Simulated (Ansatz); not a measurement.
```
atom   x (Å)   y (Å)    z (Å)
  Cl  0.0000  0.0000  -2.2648
  Zn  0.0000  0.0000   0.0000
  Cl  0.0000  0.0000   2.2648
```

Basis set: cc-pVDZ (spherical functions). Frozen core: 15 orbitals. Charge 0, multiplicity 1.

Computed with Ansatz (development build ahead of 0.2.0); each method stands on the lowest determinant of its kind that the runs found. Restricted open shells among the atoms or ions are ROHF, correlated in semicanonical orbitals with singles.

**Question.** Give the atomization energy at this shape (free ground-state atoms in the same class of orbitals less the molecule, no zero-point energy) of singlet ZnCl2 by RHF-MP2, RHF.

**Answer.**

```
 method  atomization energy
RHF-MP2     139.48 kcal/mol
    RHF     119.74 kcal/mol
```

Caution: the shape is not the minimum.
